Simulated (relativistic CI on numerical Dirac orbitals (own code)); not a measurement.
Method of calculation: Dirac-Coulomb-Breit CI, orbitals from a KLI potential per configuration, QED by a radiative potential, unscaled Slater integrals (own radial code, finite nucleus).

The strongest absorption lines from the ground level of an ion, among the configurations computed and to levels below about 2710 eV (vacuum wavelength in nm, gf): 0.46700 (1.4), 0.46859 (2.3), 0.46880 (4.9), 0.46948 (2), 0.47115 (1.8), 0.49501 (0.49), 0.50085 (0.88), 2.3668 (0.73).

(1) Which ion is it?
A. Hf45+
B. Hg53+
C. Ra61+
D. Os49+

Results:

(1) B. Hg53+ has 27 electrons and the ground level 3s²3p⁶3d⁹ ²D5/2; the strongest line goes to 3s²3p⁶3d⁸4f ²F°7/2. The pattern of lines fixes the number of electrons, and along that sequence the line energies rise steadily with the charge (about as its square where n changes within one kind of shell, about linearly where n is kept but much faster in heavy ions where fine structure, which grows about as Z⁴, sets the gap, and irregularly where shells cross), which fixes Z. Configurations outside the model, such as inner-shell arrays, can give stronger lines. At this charge energies of transitions that change n are usually good to better than 1 %, and those within a shell (Δn = 0) to a few per cent.

LS names give the leading component of a level, which can be under half, so a name can repeat, a term be missing and a line seem to break the LS rules.
